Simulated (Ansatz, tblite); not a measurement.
Forces on Ge(NCO)Me3 (C4H9GeNO) at its PBE0-D4/def2-SVP geometry. Total charge 0; singlet.

The xTB rows come from tblite.

GFN1-xTB (tblite), largest force 1.29 eV/Å:

```xyz
16
positions Å, forces eV/Å
Ge    0.063    0.005   -0.077    0.197   -0.002   -0.292
N    -0.987   -0.003    1.430   -0.755   -0.019    1.047
C    -1.706   -0.038    2.382    0.103    0.001   -0.150
O    -2.407   -0.067    3.324    0.453    0.020   -0.604
C     1.773    0.756    0.460    0.214    0.119    0.169
H     2.463    0.790   -0.396   -0.118    0.026    0.273
H     2.226    0.143    1.253    0.013    0.229   -0.179
H     1.638    1.778    0.843    0.175   -0.223   -0.066
C    -0.861    1.115   -1.378   -0.207    0.179   -0.127
H    -0.282    1.175   -2.312   -0.212    0.035    0.209
H    -0.996    2.133   -0.984   -0.034   -0.194   -0.215
H    -1.851    0.694   -1.606    0.203    0.204   -0.041
C     0.210   -1.846   -0.650   -0.034   -0.300   -0.010
H    -0.785   -2.259   -0.870    0.289   -0.032    0.014
H     0.673   -2.455    0.140   -0.116    0.023   -0.266
H     0.828   -1.919   -1.557   -0.172   -0.066    0.237
```

GFN2-xTB (tblite), largest force 1.44 eV/Å:

```
Ge -0.346 -0.008 0.484
N -0.441 -0.023 0.581
C -0.199 -0.010 0.262
O 0.861 0.038 -1.149
C 0.680 0.322 0.312
H -0.241 0.009 0.379
H -0.073 0.296 -0.284
H 0.164 -0.364 -0.118
C -0.449 0.478 -0.487
H -0.274 0.009 0.356
H -0.006 -0.340 -0.241
H 0.339 0.241 0.011
C 0.013 -0.798 -0.175
H 0.410 0.047 0.054
H -0.180 0.127 -0.354
H -0.258 -0.026 0.368
```

PBE-D4/def2-TZVP (Ansatz), largest force 1.18 eV/Å:

```
Ge 0.082 -0.005 -0.133
N 0.207 0.023 -0.237
C 0.308 0.013 -0.417
O -0.707 -0.033 0.940
C 0.280 0.130 0.118
H -0.034 -0.003 0.037
H -0.020 0.030 -0.043
H 0.009 -0.051 -0.022
C -0.177 0.194 -0.203
H -0.024 -0.005 0.044
H 0.010 -0.051 -0.023
H 0.052 0.020 0.009
C 0.010 -0.322 -0.076
H 0.052 0.022 0.008
H -0.021 0.031 -0.042
H -0.027 0.007 0.041
```
